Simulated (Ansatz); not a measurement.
Species: WO2, net charge 0, triplet state. This is an excited triplet: at this geometry the singlet lies 0.23 eV lower at RI-MP2/CBS(def2-TZVPPD,def2-QZVPPD)+[CCSD(T)-MP2]/def2-TZVPPD. SMILES: [O]=[W]=[O]
Geometry from a B3LYP-D3(BJ)/def2-TZVP (Ansatz, an electronic-structure program) optimisation:
```
W
O 1 1.7151
O 1 1.7151 2 113.29
```
Charge 0, spin multiplicity 3.

Parts of the frozen-core correlation energy in def2-TZVPP (Ansatz, hartree). Frozen orbitals: 6; correlated occupied orbitals by spin: 10 and 8; virtual: 102 and 104. UHF or UKS for open shells. No spin-orbit coupling. In def2 rows, elements after Kr have scalar-relativistic effective core potentials.

| term | value |
|---|---|
| reference (HF) | -216.18685 |
| MP2 opposite-spin | -0.48171 |
| MP2 same-spin | -0.21160 |
| CCSD correlation | -0.65029 |
| (T) | -0.04464 |
| T1 diagnostic | 0.038 |
| largest doubles amplitude | 0.056 |
| <S^2> of the reference | 2.090 |
